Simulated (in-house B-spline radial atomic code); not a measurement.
**Binding energies in Tb VI (Tb5+)**

NIST's tabulated ground configuration is [Kr] 4d10 4f7 5s2 5p5; each binding energy is the energy of the ion with one electron taken from that subshell, relaxed, less that of the parent. Computed with a radial B-spline atomic code at the basis-set limit: Dirac-Hartree-Fock, average of configuration, Fermi nucleus of rms radius 5.06 fm. Energies include first-order Breit, QED and recoil terms.

| subshell | X-ray name | binding energy (eV) | -ε (eV) | relaxation (eV) |
| --- | --- | --- | --- | --- |
| 1s | K | 52073 | 52376.3 | 76.2 |
| 2s | L1 | 8793.7 | 8862.8 | 42.7 |
| 3s | M1 | 2048.8 | 2075.3 | 21.4 |
| 3d3/2 | M4 | 1355.3 | 1380.3 | 23.3 |
| 3d5/2 | M5 | 1322.5 | 1346.4 | 22.9 |
| 4s | N1 | 484.8 | 493.4 | 7.6 |
| 4d3/2 | N4 | 237.9 | 244.3 | 6.2 |
| 4d5/2 | N5 | 231.7 | 237.8 | 6.0 |
| 5s | O1 | 118.2 | 119.2 | 0.8 |
| 5p | O2,3 | 89.37 | 90.11 | 0.65 |
| 4f | N6,7 | 79.11 | 83.47 | 4.51 |

Relaxation = -ε minus the binding energy without Breit, QED and recoil terms.

Question: What does it cost to remove both a 2s and a 3d5/2 electron?

Answer: 10200 eV, which is 84.31 eV more than the two single binding energies together.

Question: What does it cost to remove both a 2s and a 4d3/2 electron?

Answer: 9065.4 eV, which is 33.82 eV more than the two single binding energies together.

Question: What does it cost to remove both a 4d5/2 and a 4f electron?

Answer: 335.95 eV, which is 25.15 eV more than the two single binding energies together.
